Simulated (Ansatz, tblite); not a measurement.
Bond stretch in SeBe, lowest singlet found (which spin is the ground state isn't settled by this scan).

Methods: UKS-PBE = unrestricted PBE/cc-pVDZ in Ansatz (a first-principles code); RKS-BLYP = restricted BLYP/cc-pVDZ (Ansatz); RKS-B3LYP = restricted B3LYP/cc-pVDZ (Ansatz); RCCSDT(Q) = CCSDT(Q) on RHF/cc-pVDZ, cores with 3d frozen run with Ansatz; GFN2-xTB, 300 K electronic temperature (tblite).

Energies are in mEh, each relative to the lowest point of its own curve between 1.54 and 2.24 Å, where full CI is lowest.

```csv
R / Å,UKS-PBE,RKS-BLYP,RKS-B3LYP,RCCSDT(Q),GFN2-xTB
1.54,79.7,80.4,76.5,87.0,105.3
1.68,22.8,23.3,20.9,26.2,23.1
1.78,5.2,5.5,4.4,6.6,3.3
1.87,0.0,0.0,0.0,0.0,0.0
1.97,2.0,1.6,2.9,0.8,5.2
2.03,5.7,5.3,7.3,4.2,10.9
2.10,11.5,11.2,14.2,9.9,18.9
2.19,20.3,20.8,24.7,19.2,30.4
2.24,25.2,26.6,31.0,25.0,37.0
```

At the longest distance, 2.24 Å, GFN2-xTB lies highest above its minimum (37.0 mEh) and RCCSDT(Q) lowest (25.0 mEh).

The scan ran from 1.54 to 7.36 Å; beyond the distances shown full CI changes its symmetry label. The unrestricted determinant behind UKS-PBE is spin-contaminated at 1.97 to 2.24 Å (<S²> up to 0.6, against 0.00 for a pure singlet). The restricted form behind RKS-BLYP, RKS-B3LYP keeps the bonding electrons paired and can't separate into open-shell fragments. The T1 diagnostic of CCSD on the restricted reference of RCCSDT(Q) exceeds 0.045 at 2.24 Å.
